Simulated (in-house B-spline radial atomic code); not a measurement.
**Ionising the gadolinium ion Gd⁺ with different functionals**

Computed with a B-spline radial code for spherical atoms: four-component Dirac-Coulomb Hamiltonian, Fermi nucleus of rms radius 5.1569 fm, spin-restricted, spherical fractional occupations for the functionals, and exact exchange of hybrids averaged over the configuration. The ionisation energy is the difference of two self-consistent energies, [Xe] 4f7 5d1 6s1 → [Xe] 4f7 5d1, without Breit or QED terms; ε is the level of the shell that loses the electron (mean over j).

```tsv
method	rung	ΔSCF (eV)	-ε(6s) (eV)
B3LYP	global hybrid	12.22	9.94
BHandHLYP	global hybrid	?	?
CAM-B3LYP	range-separated hybrid	?	?
wB97X	range-separated hybrid	11.97	11.96
```

**Question.** What does BHandHLYP give?

**Answer.** ΔSCF 11.96 eV, and -ε(6s) = 10.57 eV.

**Question.** What does CAM-B3LYP give?

**Answer.** ΔSCF 12.16 eV, and -ε(6s) = 11.04 eV.

**Question.** Among the functionals, which spreads more, the ΔSCF values or the orbital energies?

**Answer.** The orbital energies: ΔSCF values span about 0.26 eV and the orbital energies 2.02 eV; here energy differences depend much less on the functional than eigenvalues do.

**Question.** How do they compare with the NIST value?

**Answer.** NIST lists 12.08 eV ± 0.02 (semi-empirical, ground level to ground level). Errors run from -0.12 to +0.14 eV; CAM-B3LYP is closest (+0.08 eV), but part of that can be cancellation, since the calculations leave out Breit-QED terms, spin polarisation, the choice among j levels, multiplet and fine-structure energies.
